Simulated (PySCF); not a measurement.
A run for PySCF: R-MP2/6-31G* on C2H10Si (a complex).

```python
from pyscf import gto, scf, dft, mp
from pyscf.data.elements import chemcore

mol = gto.M(
    atom='''
    C    -0.08193111    0.00140635   -0.31312880
    H    -1.03739562   -0.09533839    0.20060159
    H     0.30176182    1.01278211   -0.18486414
    H     0.62756166   -0.71108372    0.10463248
    H    -0.21933825   -0.20103873   -1.37433529
    C    -0.17651705    1.26543430    3.41523874
    Si    0.16590871   -0.57482940    3.53435477
    H    -0.29913908    1.57076940    2.37528229
    H     0.64514584    1.84223730    3.84365284
    H    -1.08882893    1.52561583    3.95509227
    H    -0.94981603   -1.35546503    2.94694741
    H     0.32279958   -0.98310844    4.95217770
    H     1.41172018   -0.92529672    2.81039217
    ''',
    basis='6-31g*',
    cart=True,
    charge=0, spin=0, verbose=3, max_memory=1800)
mf = scf.RHF(mol)
mf.conv_tol = 1e-8
mf.max_cycle = 100
mf.kernel()
if not mf.converged:
    mf = mf.newton().run(mf.mo_coeff, mf.mo_occ)
pt = mp.MP2(mf, frozen=chemcore(mol)).run()
```

Q: Predict the final total energy.

A: -370.8185 hartree.
